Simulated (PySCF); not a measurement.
**Which enantiomer?**

Level of theory: PySCF, TDDFT wB97X-D/aug-cc-pVDZ circular dichroism and optical rotation, one conformer, gas phase. Geometry: GFN2-xTB.

Values for one enantiomer of C6H5F, R in 10⁻⁴⁰ esu² cm² (velocity form):
| λ (nm) | f | R |
| --- | --- | --- |
| 211 | 0.0007 | -7.0 |
| 206 | 0.006 | +16.2 |
| 189 | 0.003 | -10.9 |
| 184 | 0.028 | +26.8 |
| 182 | 0.010 | -5.2 |
| 177 | 0.016 | -23.2 |
| 174 | 0.440 | +54.3 |
| 170 | 0.052 | -36.2 |
| 164 | 0.013 | -9.9 |
| 163 | 0.053 | +0.5 |
| 160 | 0.005 | -5.0 |
| 159 | 0.007 | +3.6 |

[α] at 589.3 nm: +138 deg dm⁻¹ (g/mL)⁻¹ (origin-invariant length gauge).

(1) Which structure gives these signs?
A. C#C[C@@H]1C(=C)[C@H]1F
B. C#C[C@H]1C(=C)[C@@H]1F

Answers

(1) A. Its CIP labels in SMILES order are R, S; the other enantiomer gives every sign reversed.

The signs above follow by mirror symmetry from the run on the other enantiomer. Geometry of C#C[C@H]1C(=C)[C@@H]1F as run:
```xyz
12

C     2.715   -0.038   -0.461
C     1.549    0.229   -0.525
C     0.155    0.543   -0.575
C    -0.840   -0.313    0.109
C    -1.518   -1.430    0.132
C    -0.549    0.993    0.700
F    -1.472    1.996    0.602
H     3.738   -0.264   -0.422
H    -0.165    1.020   -1.497
H    -2.250   -1.628    0.899
H    -1.371   -2.193   -0.614
H     0.009    1.084    1.626
```
